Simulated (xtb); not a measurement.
Al(Me)2(OSiH3) (C2H9AlOSi), SMILES [CH3][Al]([CH3])[O][SiH3]. All values are semi-empirical tight-binding results from xtb (GFN2-xTB unless named), good for trends rather than for accurate numbers. Coordinates come from a GFN2-xTB optimisation. The isomer is the one that the SMILES or the coordinates give; other isomers of the formula were not compared. The values are those of a single conformer.

A frequency run showed that this geometry is not a minimum.

For metal compounds this method's bond lengths and energies can be far off.

Computed properties:
```
Quantity      Result
-----------  -------
orbital gap  4.15 eV
```
